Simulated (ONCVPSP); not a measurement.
# arsenic (As): one change to an ONCV potential, before and after

ONCVPSP 4.0.1 input, shortened (lines: element, Z, core and valence counts, functional; n l f; lmax; l rc ep ncon nbas qcut; lloc lpopt rc5 dvloc0; l nproj debl; icmod fcfact rcfact), PBE, scalar-relativistic:

```
  As 33.00    6    2        4      upf
    1    0    2.00
    2    0    2.00
    2    1    6.00
    3    0    2.00
    3    1    6.00
    3    2   10.00
    4    0    1.50
    4    1    3.50
    1
    0    1.45    0.00    4    8    3.90
    1    1.55    0.00    3    7    5.20
    4    4    1.10    0.00
    0    2    3.80
    1    3    2.70
    1    0.55    0.00
```

All-electron outer shells of the reference configuration (PBE, scalar-relativistic, ld1.x):

```json
{"shell": "3p", "level (eV)": "-134.54", "outermost node (bohr)": "0.22", "outermost maximum (bohr)": "0.52"}
{"shell": "3d", "level (eV)": "-41.48", "outermost node (bohr)": "–", "outermost maximum (bohr)": "0.47"}
{"shell": "4s", "level (eV)": "-14.94", "outermost node (bohr)": "0.73", "outermost maximum (bohr)": "1.61"}
{"shell": "4p", "level (eV)": "-5.52", "outermost node (bohr)": "0.78", "outermost maximum (bohr)": "1.97"}
```

Change: s: qcut 4.4.

Cutoffs: the cutoffs (Ha) at which the residual kinetic energy of the hardest occupied pseudo-wave falls to 1 and 0.1 mHa per electron; they do not see the model core or the augmentation charge, which bear on the density cutoff. Errors are all-electron minus pseudo energies relative to the spin-unpolarised reference configuration.

Question: Predict the effect on cutoff, ghosts and configuration errors.

Answer: The potential gets softer (17 Ha and 59 Ha → 9.8 Ha and 28 Ha); both files keep a bound ghost (p); the errors of the 4 common tests hardly move.

| quantity | base | changed |
| --- | --- | --- |
| cutoff, loose | 17 Ha | 9.8 Ha |
| cutoff, tight | 59 Ha | 28 Ha |
| loose cutoff by channel | s 17 Ha, p 8.8 Ha | s 9.8 Ha, p 8.8 Ha |
| bound ghosts | p | p |
| GHOST(+) flags under 300 eV | s at 131.5 eV, p at 251.5 eV | s at 121.2 eV, p at 251.5 eV |
| error for 4s2 4p3, meV [ΔE -4.68 eV] | -1.7 | -1.5 |
| error for 4s2 4p2, meV [ΔE 4.47 eV] | -2.9 | -2.8 |
| error for 4s2 4p1, meV [ΔE 22.39 eV] | -18 | -18 |
| error for 4s2 4p2.5, meV [ΔE -1.12 eV] | -1.6 | -1.5 |
| s: phases at 1.47 bohr within 0.05 rad from the reference energy up to (Ha; the scan ends near 5) | 4.6 | 4.4 |
| p: phases at 1.57 bohr within 0.05 rad from the reference energy up to (Ha; the scan ends near 5) | to the end of the scan | to the end of the scan |
| rms error of d²Exc/dni dnj with the model core, mHa | 0.40 | 0.42 |

Changed file: The cutoffs count occupied waves only; projector 2 of the p channel, the hardest unoccupied one, needs 34 Ha at the loose tolerance. A true bound ghost makes a file unfit for plane-wave use even where its test errors are small: the radial tests pick states by their node count and pass the ghost by.
